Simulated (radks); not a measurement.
Question: The mean radii <r> (bohr) of the occupied orbitals of an atom or ion are listed with their occupations. Method: non-relativistic Kohn-Sham, exchange-only LDA, spin-polarised, spherical densities, point nucleus; computed with a radial shooting solver on a logarithmic mesh with Libxc functionals.

orbital  occ.      <r>
1s up       1  0.07375
1s down     1  0.07376
2s up       1   0.3473
2s down     1   0.3472
2p up       3   0.3093
2p down     3   0.3091
3s up       1    1.086
3s down     1    1.083
3p up       3    1.176
3p down     3    1.168
4s up       1    3.361
3d up       1    1.750

Name the element and its charge. Open shells, if any, are filled with parallel spins first.

Answer: Z = 21, scandium, charge +1: Sc+ in [Ar] 3d1 4s1. The 1s radius gives Z: for a bare nucleus <r> = 1.5/Z, 0.07143 bohr for Z = 21, and screening makes it slightly larger (0.07375 here). The occupations add up to 20, and the charge is Z minus that.
